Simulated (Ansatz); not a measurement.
Ideal-gas functions of `[OH][GaH][O][SiH3]` at 600 K and 1 bar, from an Ansatz frequency run at PBE0-D4/def2-TZVP.

Molar mass 134.85 g/mol, point group Cs (symmetry number 1), electronic degeneracy 1, moments of inertia 58.28, 267.766, 320.133 u Å². Harmonic wavenumbers (cm⁻¹, unscaled): 61, 80, 86, 211, 383, 504, 507, 574, 708, 725, 743, 849, 952, 958, 993, 1030, 2091, 2171, 2221, 2224, 3887.

Use S(trans) = R[1.5 ln M + 2.5 ln T − 1.1517]; rotational temperatures θ = 24.2544 K / I; S(rot) = R[ln(√π/σ · √(T³/θAθBθC)) + 1.5]; for each mode x = 1.438777 ν̃/T, S = R[x/(eˣ − 1) − ln(1 − e⁻ˣ)] and H = RT x/(eˣ − 1); 1 cm⁻¹ = 0.0119627 kJ/mol; R = 8.31446 J/(mol·K).

Question: By hand: the entropy, in J/(mol·K).

Answer: Translation 184.6. Rotation: θ = 0.4162, 0.0906, 0.0758 K, giving 121.4. Vibration, mode by mode: 24.30, 22.06, 21.46, 14.07, 9.31, 7.23, 7.18, 6.28, 4.85, 4.69, 4.53, 3.71, 3.05, 3.02, 2.82, 2.63, 0.33, 0.28, 0.26, 0.26, 0.01, in all 142.3. Electronic 0.0. Sum 448.3 J/(mol·K).

Question: By hand: H − E and G − E in kJ/mol, counted from the electronic energy.

Answer: Zero-point energy ½ × 21958 × 0.0119627 = 131.3; thermal vibration 40.5; translation, rotation and pV give 4 RT = 20.0. H − E = 191.8 kJ/mol, and G − E = 191.8 − 600 × 448.3/1000 = -77.2 kJ/mol.

Vibration gives 32 % of the entropy, 67.8 J/(mol·K) of it from the modes under 150 cm⁻¹: soft modes count most, and the harmonic formula is weakest for them. The sum counts one conformer and one mirror image; others add a mixing term.
